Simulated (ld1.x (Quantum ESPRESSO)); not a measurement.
## Before and after: ultrasoft potential for C (Z = 6)

carbon, ultrasoft, made with ld1.x (Quantum ESPRESSO) 7.5 (PBEsol, scalar-relativistic). Core [He], reference 2s2 2p2. Waves: 2s (bound): rcut 0.95, rcutus 1.20 bohr; 2s channel at 0.1 Ry: rcut 0.95, rcutus 1.20 bohr; 2p (bound): rcut 1.85, rcutus 2.10 bohr; 2p channel at 1.6 Ry: rcut 1.85, rcutus 2.10 bohr; 3d channel at 0.15 Ry: rcut 1.50, rcutus 2.05 bohr; 3d channel at 1.75 Ry: rcut 1.50, rcutus 2.05 bohr. Local part: all-electron potential smoothed inside 2.10 bohr (lloc = -1). Core correction: Bessel-smoothed model core inside 0.95 bohr. Augmentation charge: PSQ, radius 0.90 bohr.

Change: core correction Bessel-smoothed model core inside 1.42 bohr.

Cutoffs: the cutoffs (Ry, on a coarse ladder) from which the occupation-weighted sum of valence levels, in a spherical-Bessel basis at the reference potential, stays within 10 and 1 mRy of its value at 400 Ry; they do not see the model core or the augmentation charge, which bear on the density cutoff. Errors are all-electron minus pseudo energies relative to the spin-unpolarised reference configuration.

Question: Predict the effect on cutoff, ghosts and configuration errors.

Answer: The potential gets neither clearly harder nor softer (15 Ry and 25 Ry → 15 Ry and 25 Ry); of the 7 tests that both files solve, the error grows in 3 and shrinks in 3 by more than 15 % and 0.3 meV (median size 6.3 → 9.2 meV); neither file shows a bound ghost. A wider model core is smoother and lowers the density cutoff, which this test does not measure.

```tsv
quantity	base	changed
cutoff, loose	15 Ry	15 Ry
cutoff, tight	25 Ry	25 Ry
bound ghosts	none	none
error for 2s2 2p1, meV [ΔE 10.79 eV]	+6.3	+9.2
error for 2s2 2p0, meV [ΔE 34.81 eV]	+21	+68
error for 2s1 2p0, meV [ΔE 82.77 eV]	+51	+179
error for 2s1 2p2, meV [ΔE 19.50 eV]	+1.9	-0.4
error for 2s1 2p3, meV [ΔE 8.43 eV]	+5.3	+2.1
error for 2s2 2p2.3, meV [ΔE -1.14 eV]	+0.4	+0.4
error for 2s0 2p4, meV [ΔE 16.87 eV]	+21	+9.3
s: phases at 2.29 bohr within 0.05 rad from the reference energy up to (Ry; the scan ends near 5)	to the end of the scan	to the end of the scan
p: phases at 2.29 bohr within 0.05 rad from the reference energy up to (Ry; the scan ends near 5)	to the end of the scan	to the end of the scan
d: phases at 2.29 bohr within 0.05 rad from the reference energy up to (Ry; the scan ends near 5)	to the end of the scan	to the end of the scan
lowest overlap eigenvalue by channel	s 0.61, p 0.35, d 0.98	s 0.61, p 0.35, d 0.98
```
